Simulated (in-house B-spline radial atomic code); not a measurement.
## Ca+: [He] 2s2 2p5 3s2 3p6 4s1 5d1 (an excited or competing configuration)

All numbers are computed (Dirac-Hartree-Fock, average of configuration; Fermi nucleus of rms radius 3.4776 fm) with a radial B-spline atomic code at the basis-set limit, not measured.

Z_r = [3n² - l(l+1)]/(2<r>); Z_e = n√(-2ε); the last column is Slater's effective charge. Values are occupation-weighted means over j.

| shell | electrons | ε (eV) | <r> (bohr) | Z_r | Z_e | Slater |
| --- | --- | --- | --- | --- | --- | --- |
| 1s | 2 | -4158.1 | 0.07669 | 19.56 | 17.48 | 19.70 |
| 2s | 2 | -508.67 | 0.3554 | 16.88 | 12.23 | 16.20 |
| 2p | 5 | -425.95 | 0.3233 | 15.46 | 11.19 | 16.20 |
| 3s | 2 | -86.146 | 1.087 | 12.42 | 7.55 | 9.60 |
| 3p | 6 | -60.024 | 1.159 | 10.78 | 6.30 | 9.60 |
| 4s | 1 | -17.789 | 3.096 | 7.75 | 4.57 | 4.20 |
| 5d | 1 | -3.0727 | 11.89 | 2.90 | 2.38 | 2.00 |

The least bound orbital is 5d5/2 at -3.072 eV, and it is also the most diffuse (<r> = 11.89 bohr). The part-filled 2p shell lies below the filled 3p shell in orbital energy.

Spin-orbit splittings of the orbital energies (j = l + 1/2 above j = l - 1/2 when positive): 2p 3.929 eV, 3p 0.5003 eV, 5d 0.001355 eV.

For the 1s electron the small component carries 0.512 % of the norm, the zero-frequency Breit interaction raises the level by 3.556 eV, self-energy by 1.669 eV, and vacuum polarisation lowers it by 0.1234 eV.
